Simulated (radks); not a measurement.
Problem. These are the eigenvalues of the occupied orbitals of an atom or ion with whole-number occupations (eV). Calculated with a radial shooting solver on a logarithmic mesh with Libxc functionals: scalar-relativistic Kohn-Sham, LDA (Slater exchange, Perdew-Wang correlation), spin-polarised, spherical densities, point nucleus.

1s up: -85590.21
1s down: -85590.19
2s up: -15257.70
2s down: -15257.64
2p up: -13128.73
2p down: -13128.68
3s up: -3659.787
3s down: -3658.928
3p up: -3047.257
3p down: -3046.382
3d up: -2411.966
3d down: -2411.277
4s up: -831.4695
4s down: -830.1072
4p up: -629.9828
4p down: -628.6802
4d up: -394.1724
4d down: -392.9128
5s up: -141.2668
5s down: -140.7944
4f up: -133.3852
4f down: -132.0996
5p up: -84.6866
5p down: -84.3260
5d up: -21.4542
5d down: -21.1087
6s up: -12.4003
6s down: -11.5246
6p up: -4.0537

Which element is it, and in what charge state? The configuration may be excited. Open shells, if any, are filled with parallel spins first.

Solution. Z = 81, thallium, charge 0: Tl in [Xe] 4f13 5d10 6s2 6p2. The list shows which subshells hold electrons but not how many an open one holds; the 1s level, -3145.4 hartree, gives Z - s = 79.3 by -(Z - s)^2/2, which with screening and relativity narrows Z to a few neighbours, and the depths of the outer levels then fix element, charge and occupations together.
